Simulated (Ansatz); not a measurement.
Species: InH (charge +1, doublet). SMILES of the parent species: [InH]
Structure (B3LYP-D3(BJ)/def2-TZVP (Ansatz, a first-principles code) minimum search):
```xyz
2

In     0.0000     0.0000    -0.0378
H      0.0000     0.0000     1.8523
```
Charge +1, spin multiplicity 2.

Parts of the frozen-core correlation energy in def2-SVP (Ansatz, hartree). Frozen orbitals: 9; correlated occupied orbitals by spin: 2 and 1; virtual: 20 and 21. UHF or UKS for open shells. Spin-orbit coupling is left out. In def2 rows, elements after Kr have scalar-relativistic effective core potentials.

```tsv
term	value
reference (HF)	-189.51530
MP2 opposite-spin	-0.02279
MP2 same-spin	___
CCSD correlation	___
(T)	___
CCSDT minus CCSD(T)	-0.00016
T1 diagnostic	0.028
largest doubles amplitude	0.097
<S^2> of the reference	0.812
```

### Question
Complete the blanks.

### Answer

- MP2 same-spin, value: -0.00076
- CCSD correlation, value: -0.03705
- (T), value: -0.00030
